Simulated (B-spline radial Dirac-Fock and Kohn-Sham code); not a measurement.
**Dipole and non-dipole photoemission parameters of Os⁶⁺ 3d5/2**

System: the Os⁶⁺ ion, [Xe] 4f14 5d2; threshold 2055.4 eV (orbital energy of the model). These are calculated numbers from a B-spline atomic structure program; the model is Dirac-Hartree-Slater photoionisation with a Latter tail; cross sections with all multipoles, angular parameters from the dipole term and its interference with E2.

Input file task.json (cfg lists n, l and occupation; rrms is the nuclear radius in fm):

```json
{"items": [{
  "Z": 76,
  "q": 6,
  "cfg": [[1, 0, 2], [2, 0, 2], [2, 1, 6], [3, 0, 2], [3, 1, 6], [3, 2, 10], [4, 0, 2], [4, 1, 6], [4, 2, 10], [4, 3, 14], [5, 0, 2], [5, 1, 6], [5, 2, 2]],
  "A": 192,
  "rrms": 5.4126,
  "do": "xps",
  "hv": [60, 61.2, 92.0, 118.0, 153.0, 196.0, 247.0, 253.0, 318.0, 358.0, 400, 475.0, 800, 893.0, 1000, 1110.0, 1253.6, 1980.0, 2480.0, 2580.0, 2984.4, 4110.0, 5414.7, 6020.0, 6620.0, 7500.0, 7550.0, 8047.8, 8910.0, 10700.0]
}]}
```

Command: `python xray2_run.py task.json out`

For linearly polarised light dσ/dΩ = σ/(4π) [1 + β P₂(cos θ) + (δ + γ cos²θ) sin θ cos φ], with θ from the polarisation vector and φ the angle between the beam and the projection of the electron momentum on the plane normal to the polarisation.

```
hν (eV)  σ (kb)      β       γ       δ
   2480     348  0.800  -0.215  -0.011
   2580     313  0.871  -0.220  -0.004
 2984.4     211  1.052  -0.156   0.022
   4110    84.3  1.212   0.191   0.066
 5414.7       ?      ?       ?       ?
   6020    26.0  1.215   0.714   0.113
   6620    19.2  1.200   0.849   0.126
   7500    12.8  1.172   1.026   0.144
   7550    12.5  1.171   1.036   0.146
 8047.8    10.1  1.154   1.125   0.156
   8910    7.18  1.124   1.265   0.175
  10700    3.84  1.061   1.506   0.212
```

Question: Give the values at Cr Kα (5414.7 eV).

Answer: σ = 36.3 kb, β = 1.226, γ = 0.565, δ = 0.099.
